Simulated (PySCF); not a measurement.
F2Sr, charge +1, doublet, geometry from GFN2-xTB (such geometries of metal compounds can be far from the true shape) (a state made from the parent by changing its charge; the spin is typed, not shown lowest) (all electrons, no relativity), with bond 3-1 at 1.8 times its length; PBE/STO-3G (PySCF).

Input for PySCF:
```python
from pyscf import gto, scf, dft

mol = gto.M(
    atom='''
Sr   -0.51111909   -0.11805827   -0.04548426
F     0.91037426    1.34179717   -0.84459637
F     2.65472671   -1.42354546    1.90234124
''',
    basis='sto-3g',
    charge=1,
    spin=1,
    verbose=4,
)

mf = dft.UKS(mol)
mf.xc = 'pbe'
mf.kernel()
mo_i, mo_e, stable_i, stable_e = mf.stability(internal=True, external=False, return_status=True, nroots=6, tol=1e-6)
print('internally stable:', stable_i, ' externally stable:', stable_e)
if not stable_i:
    umf = mf.copy()
    umf.scf_summary = {}
    umf.kernel(umf.make_rdm1(mo_i, mf.mo_occ))
mf.analyze()
```

Task: What does PySCF print? Leave out banner, timings and long lists.

Result: 
```
PySCF version 2.14.0

[INPUT] verbose = 4
[INPUT] num. atoms = 3
[INPUT] num. electrons = 55
[INPUT] charge = 1
[INPUT] spin (= nelec alpha-beta = 2S) = 1
[INPUT] symmetry False subgroup None
[INPUT] Mole.unit = angstrom
[INPUT] Symbol           X                Y                Z      unit          X                Y                Z       unit  Magmom
[...]
nuclear repulsion = 138.662948109105
number of shells = 16
number of NR pGTOs = 96
number of NR cGTOs = 32
basis = sto-3g
ecp = {}

******** <class 'pyscf.dft.uks.UKS'> ********
method = UKS
initial guess = minao
damping factor = 0
level_shift factor = 0
DIIS = <class 'pyscf.scf.diis.CDIIS'>
diis_start_cycle = 1
diis_space = 8
diis_damp = 0
SCF conv_tol = 1e-09
SCF conv_tol_grad = None
SCF max_cycles = 50
direct_scf = True
direct_scf_tol = 1e-13
number electrons alpha = 28  beta = 27
XC library pyscf.dft.libxc version 7.1.2
    S. Lehtola, C. Steigemann, M. J. T. Oliveira, and M. A. L. Marques,  SoftwareX 7, 1–5 (2018)
XC functionals = pbe
    J. P. Perdew, K. Burke, and M. Ernzerhof,  Phys. Rev. Lett. 77, 3865 (1996)
    J. P. Perdew, K. Burke, and M. Ernzerhof,  Phys. Rev. Lett. 78, 1396 (1997)
    J. P. Perdew, K. Burke, and M. Ernzerhof,  Phys. Rev. Lett. 77, 3865 (1996)
    J. P. Perdew, K. Burke, and M. Ernzerhof,  Phys. Rev. Lett. 78, 1396 (1997)
radial grids:
    Treutler-Ahlrichs [JCP 102, 346 (1995); DOI:10.1063/1.469408] (M4) radial grids

becke partition: Becke, JCP 88, 2547 (1988); DOI:10.1063/1.454033
pruning grids: <function nwchem_prune>
grids dens level: 3
symmetrized grids: False
atomic radii adjust function: <function treutler_atomic_radii_adjust>
small_rho_cutoff = 0
Set gradient conv threshold to 3.16228e-05
tot grids = 50440
init E= -3291.58674948752

cycle= 1 E= -3296.23781353703  delta_E= -4.65  |g|= 0.276  |ddm|= 2.18

cycle= 2 E= -3285.28152514651  delta_E=   11  |g|= 1.93  |ddm|= 4.85
cycle= 3 E= -3296.0257577077  delta_E= -10.7  |g|= 0.664  |ddm|= 4.07

cycle= 4 E= -3293.07619966388  delta_E= 2.95  |g|= 1.39  |ddm|= 2.83
cycle= 5 E= -3294.71274485203  delta_E= -1.64  |g|= 1.24  |ddm|= 2.52

cycle= 6 E= -3294.6210511284  delta_E= 0.0917  |g|= 1.29  |ddm|= 0.184
cycle= 7 E= -3294.88121445362  delta_E= -0.26  |g|= 1.17  |ddm|= 0.353
cycle= 8 E= -3295.02296721659  delta_E= -0.142  |g|= 1.11  |ddm|= 0.212
cycle= 9 E= -3295.02425059724  delta_E= -0.00128  |g|= 1.11  |ddm|= 0.00286
cycle= 10 E= -3296.19052700396  delta_E= -1.17  |g|= 0.303  |ddm|= 2.61

[...]
SCF not converged.
<class 'pyscf.dft.uks.UKS'> wavefunction has an internal instability
internally stable: False  externally stable: None
converged SCF energy = -3296.42896636681  <S^2> = 0.75304498  2S+1 = 2.0030427
[...]
Total Energy =                       -3295.045754232781746
Nuclear Repulsion Energy =             138.662948109104519
One-electron Energy =                -4842.292182937646430
Two-electron Energy =                 1408.583480595759966
Two-electron Coulomb Energy =         1532.396646319840556
DFT Exchange-Correlation Energy =     -123.813165724080491
**** MO energy ****
                             alpha | beta                alpha | beta
[...]
To work with the spin densities directly, `use mulliken_meta_spin()` only printing them here.

 ** Mulliken spin pop alpha/beta on meta-lowdin orthogonal AOs **
 ** Mulliken Spin Density (per AO)  **
spin_pop of  0 Sr 1s       -0.00000
spin_pop of  0 Sr 2s       -0.00000
spin_pop of  0 Sr 3s       -0.00002
spin_pop of  0 Sr 4s       -0.00006
spin_pop of  0 Sr 5s       -0.02700
spin_pop of  0 Sr 2px       0.00000
spin_pop of  0 Sr 2py       0.00000
spin_pop of  0 Sr 2pz       0.00000
spin_pop of  0 Sr 3px       0.00000
spin_pop of  0 Sr 3py       0.00000
spin_pop of  0 Sr 3pz       0.00001
spin_pop of  0 Sr 4px       0.00012
spin_pop of  0 Sr 4py       0.00016
spin_pop of  0 Sr 4pz       0.00073
spin_pop of  0 Sr 5px      -0.00066
spin_pop of  0 Sr 5py       0.00871
spin_pop of  0 Sr 5pz       0.03000
spin_pop of  0 Sr 3dxy      0.00000
spin_pop of  0 Sr 3dyz      0.00000
spin_pop of  0 Sr 3dz^2     0.00000
spin_pop of  0 Sr 3dxz      0.00000
spin_pop of  0 Sr 3dx2-y2    0.00000
spin_pop of  1 F 1s       -0.00000
spin_pop of  1 F 2s       -0.00017
spin_pop of  1 F 2px      -0.00211
spin_pop of  1 F 2py       0.34873
spin_pop of  1 F 2pz       0.64157
spin_pop of  2 F 1s       -0.00000
spin_pop of  2 F 2s       -0.00000
spin_pop of  2 F 2px      -0.00000
spin_pop of  2 F 2py      -0.00000
spin_pop of  2 F 2pz       0.00000
 ** Mulliken Spin Density (per atom)  **
spin density of  0 Sr =      0.01199
spin density of  1 F =      0.98801
spin density of  2 F =     -0.00000
 ** Mulliken pop alpha/beta on meta-lowdin orthogonal AOs **
 ** Mulliken pop       alpha | beta **
[...]
In total            28.00000 | 27.00000
 ** Mulliken atomic charges   ( Nelec_alpha | Nelec_beta ) **
charge of  0Sr =      0.60941  (    18.70129     18.68930 )
charge of  1F =      1.39053  (     4.29874      3.31073 )
charge of  2F =     -0.99994  (     4.99997      4.99997 )

WARN: System has nonzero charge 1; the dipole moment is origin-dependent.
Location of origin: [0. 0. 0.]

Dipole moment(X, Y, Z, Debye): -10.54648, 16.13654, -16.14533
```

The run did not converge; its last values are not results.
